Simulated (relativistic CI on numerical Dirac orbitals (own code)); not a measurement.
# Ho²⁺ (4f11) in a crystal field

Calculated by Dirac-Coulomb-Breit CI, separate exchange-only KLI orbitals for each configuration, model QED (radiative potential, 1s self-energy scaled to tabulated hydrogen-like ionisation energies), one configuration in a parametric crystal field, unscaled Slater integrals (own radial code). With so little scaling, terms lie 10 to 35 % too far apart, which can change the order of excited levels.

Field parameters in Wybourne normalisation; cubic f-shell fields have B⁴₄ = √(5/14) B⁴₀ and B⁶₄ = −√(7/2) B⁶₀. The field is a parameter set, without covalency.

S is read from ⟨S²⟩ = S(S + 1).

Powder χT (cm³ K mol⁻¹) by Van Vleck's formula, with temperature-independent terms:

```tsv
Field	2 K	5 K	10 K	20 K	50 K	100 K	200 K	300 K
C2v, B20 = 290, B22 = 210, B40 = -270, B42 = -190, B44 = -390, B60 = 310, B62 = -230, B64 = -220, B66 = -190 cm⁻¹	5.19	5.88	6.98	8.52	10.2	10.9	11.3	11.4
D3h, B20 = 90, B40 = -80, B60 = -470, B66 = 380 cm⁻¹	5.32	5.8	6.59	7.87	9.65	10.7	11.2	11.3
D4h, B20 = -660, B40 = -510, B44 = 440, B60 = -90, B64 = 430 cm⁻¹	8.75	8.87	9.07	9.44	10.2	10.8	11.2	11.4
D4h, B20 = -690, B40 = -450, B44 = -620, B60 = -230, B64 = -330 cm⁻¹	8.9	8.98	9.13	9.42	10.2	10.8	11.3	11.4
D4h, B20 = -270, B40 = 280, B44 = -160, B60 = 120, B64 = 350 cm⁻¹	4.91	5.52	6.53	8.19	10.2	11	11.3	11.4
Oh, B40 = -730, B60 = 320 cm⁻¹	4.66	5.11	5.88	7.33	9.61	10.5	11.1	11.3
```

(1) For Oh, B40 = -730, B60 = 320 cm⁻¹: what effective moment follows at 300 K?

## Answers

(1) μ_eff = √(8χT) = 9.50 μB. The LS value g√(J(J + 1)) of the free ion's ⁴I°15/2 level is 9.58 μB.
